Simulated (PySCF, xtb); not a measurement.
SnF3, SMILES [F][Sn+]([F])[F], charge +1.

GFN2-xTB run with xtb at its own geometry gives an orbital gap of 1.49 eV.

Geometry: B3LYP-D3(BJ)/def2-SVP. The multiplicity is an assumed one; other spin states were not compared. The isomer is the one that the SMILES or the coordinates give; other isomers of the formula were not compared. The def2 effective core potentials stand for the cores of Sn; spin–orbit coupling is left out.

What does HF/def2-TZVPD (PySCF) give? (Estimate from the structure and the level; the computed values follow.)

gap 15.95 eV (levels -23.91 and -7.97 eV).
